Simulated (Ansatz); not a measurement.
C2H8SiSn, SMILES `C=[CH][SnH2][SiH3]` at its PBE0-D4/def2-TZVP geometry, where that method's forces vanish. Total charge 0; spin multiplicity 1. Sn: def2 effective core potential.

```xyz
12

C     0.0188    2.2131    0.5004
C     0.4584    1.1402    1.1462
Sn   -0.3161   -0.8230    0.8358
Si    0.0496   -1.5098   -1.6063
H    -0.7811    2.1681   -0.2342
H     0.4388    3.2007    0.6776
H     1.2653    1.2584    1.8661
H     0.4799   -1.8943    1.9054
H    -1.9856   -0.8372    1.2110
H    -0.5422   -2.8458   -1.8839
H     1.5040   -1.5583   -1.9122
H    -0.5898   -0.5121   -2.5059
```

What forces (eV/Å) does r2SCAN-D4/def2-TZVPP give on these atoms in the Gaussian-basis code of Ansatz? (An estimate is asked.)

Ansatz gave: 
```
C1  -0.061  0.148 -0.091
C2   0.082 -0.062  0.108
Sn3 -0.025 -0.079 -0.016
Si4  0.000 -0.013 -0.024
H5   0.003  0.000  0.005
H6  -0.005 -0.004 -0.004
H7   0.007 -0.006  0.005
H8  -0.005  0.009  0.004
H9   0.003  0.004  0.007
H10  0.013  0.025 -0.005
H11 -0.028  0.000  0.000
H12  0.015 -0.021  0.011
```
